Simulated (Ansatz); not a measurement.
The cluster YCu₄⁺, relaxed as a singlet with RKS r2SCAN-D4/def2-SVP in Ansatz, starting from the GFN2-xTB geometry. Force threshold 0.02 eV/Å.

In the def2 sets Y takes a core potential; there is no spin–orbit coupling. The restricted singlet is unstable towards broken spin symmetry in Hartree–Fock (as tested in another run); at r2SCAN-D4/def2-SVP this wasn't settled. The relaxation made no stability test and no search for a lower SCF solution. No other spin state of charge 1 was run. Another isomer (singlet) lies 0.20 eV lower at PBE0-D4/def2-TZVP; other spin states weren't run for this one.

Start:

Cartesian coordinates in Å:
```
Y -3.727 -0.990 -3.372
Cu 0.124 -0.191 0.060
Cu 3.371 1.308 3.161
Cu 1.830 0.525 1.651
Cu -1.598 -0.652 -1.501
```

**Question.** Estimate the energy that the relaxation releases and the steps that it takes.

**Answer.** 107.5 kcal/mol, in 33 steps; 3.3 min on 4 threads of Arm Neoverse V2 on a shared host. No frequencies were taken in this run, so the end may be a saddle point.

**Question.** Does the start keep its bonding?

**Answer.** Bonds formed: Y1–Cu2, Y1–Cu3, Y1–Cu4, Cu2–Cu3, Cu4–Cu5 (atoms count from 1).

**Question.** Predict the relaxed structure.

**Answer.** 
Cartesian coordinates in Å:
```
Y -1.147 0.882 -0.761
Cu -0.648 -0.952 0.995
Cu 0.330 1.156 1.477
Cu 1.381 0.389 -0.509
Cu 0.084 -1.474 -1.202
```
Bond lengths (bridged metal pairs left out): 5 × Cu–Cu 2.37 to 2.86 Å; 4 × Cu–Y 2.59 to 2.69 Å.
